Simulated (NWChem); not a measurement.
# CH$_{7}$BO$_{2}$Si; SMILES COB(O)[SiH3]

```xyz
12

B      0.6363     0.1072    -0.0002
O      1.9850    -0.0644     0.0003
H      2.2485    -0.9880     0.0001
O      0.2168     1.3927    -0.0006
C     -1.1163     1.8106     0.0004
H     -1.3137     2.4229     0.8944
H     -1.3125     2.4297    -0.8893
H     -1.8301     0.9673    -0.0034
Si    -0.6412    -1.5017    -0.0001
H     -1.5339    -1.5278    -1.2036
H     -1.5311    -1.5293     1.2055
H      0.1512    -2.7762    -0.0017
```
Atoms are numbered in this order, from 1.

Program: NWChem. Medium grid unless said otherwise, to which SCAN and Minnesota functionals are sensitive. Geometry: optimised at PBE0/def2-SVP. No frequency run checked for a minimum. Hybrids' shares of exact exchange are those that their runs print; pure functionals count as 0. The functionals differ in more than this share.

| row | share of exact exchange | orbital gap (eV) |
|---|---|---|
| PBE/def2-SVP | 0.00 | 5.55 |
| HCTH/407/def2-SVP | 0.00 | 5.66 |
| B3LYP/def2-SVP | 0.20 | 7.41 |
| MPW1K/def2-SVP | 0.43 | 9.44 |
| MN15/def2-SVP | 0.44 | 8.95 |
| Hartree-Fock/def2-SVP | 1.00 | withheld |

Question: Fit a straight line of the last column on the one before it, predict the withheld value, and compare with the run.

Answer: 
1. Means of the 5 shown rows: x = 0.214, y = 7.402. Slope Σ(x − x̄)(y − ȳ)/Σ(x − x̄)² = 1.559/0.1895 = 8.226; intercept 5.642.
2. The shown rows scatter about the line by 0.194 (root mean square); the largest residual is -0.31, at MN15/def2-SVP.
3. At x = 1.00 (Hartree-Fock/def2-SVP; beyond the shown range) the line gives 13.87.
4. The run gives 14.51, +0.64 from the line, 3.3 times the scatter.
